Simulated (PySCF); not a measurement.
3,4-ethylenedioxythiophene, C6H6O2S.
SMILES with atom numbers: `[cH:1]1[s:2][cH:3][c:4]2[c:5]1[O:6][CH2:7][CH2:8][O:9]2` (hydrogens: H10 on C1; H11 on C3; H12, H13 on C7; H14, H15 on C8)

A linear-response calculation (PySCF, def2-SVPD basis, gas phase, vertical, core orbitals frozen in the response) gave these numbers; the functional is withheld.

Orbital energies (eV): HOMO-3 -9.42, HOMO-2 -8.90, HOMO-1 -6.41, HOMO -6.30, LUMO -0.28, LUMO+1 0.57, LUMO+2 0.62.

| state | E (eV) | f | main configurations (H = HOMO, L = LUMO) |
| --- | --- | --- | --- |
| S1 | 5.26 | 0.156 | H→L (91%) |
| S2 | 5.52 | 0.072 | H-1→L (95%) |
| S3 | 5.59 | 0.0036 | H→L+2 (94%) |
| S4 | 5.74 | 0.0067 | H-1→L+2 (90%) |
| S5 | 5.85 | 0.0016 | H→L+1 (84%) |
| S6 | 5.96 | 0.014 | H-1→L+1 (80%), H-1→L+4 (11%) |

Triplets, Tamm–Dancoff:

```tsv
state	E (eV)	λ (nm)	main configurations (H = HOMO, L = LUMO)
T1	3.59	344.9	H-1→L (95%)
T2	3.95	313.7	H→L (97%)
T3	5.30	233.8	H→L+2 (89%)
T4	5.44	228.1	H-1→L+2 (88%)
```

Vertical ionisation energy by ΔSCF with the same functional: 8.14 eV. Mean static polarisability: 92.5 au.

Question: Name the functional.
A. PBE0
B. PBE
C. HF
D. wB97X-D

Answer: A. PBE0 is a global hybrid with 25% exact exchange. In this run −ε(HOMO) = 6.30 eV differs from the ΔSCF value by -1.84 eV, and S1 differs from the orbital gap of 6.02 eV by -0.77 eV. The ratio −ε(HOMO)/IP is 0.77. Usual ranges for neutral molecules in this basis: 0.7 to 0.83 with PBE0, 0.5 to 0.7 with PBE, 0.89 to 0.99 with wB97X-D; with Hartree–Fock the ratio is 1 or more (Koopmans' value less the relaxation energy is the ΔSCF value).

Method: PySCF 2.14.0, density-fitted response routines, TDDFT PBE0/def2-SVPD, vertical, gas phase, core orbitals frozen in the response. Geometry: PBE0-D3(BJ)/def2-SVP, one conformer, isolated molecule.
